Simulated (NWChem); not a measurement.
# NH₃Te; SMILES N[TeH]

Computed with NWChem. Geometry: optimised at PBE0/def2-SVP. def2 effective core potentials on Te; no spin-orbit coupling. Ions are spin-unrestricted doublets at the neutral geometry; other ion states weren't tried.

Problem. Among these, which level gives the highest value of “−ε(HOMO) (eV)”?
(A) B3LYP/def2-SVP
(B) PBE/def2-SVP
(C) BHandHLYP/def2-SVP
(D) LRC-wPBEh/def2-SVP

Solution. D, LRC-wPBEh/def2-SVP. Values: PBE/def2-SVP 5.06; B3LYP/def2-SVP 5.93; BHandHLYP/def2-SVP 7.11; LRC-wPBEh/def2-SVP 8.03
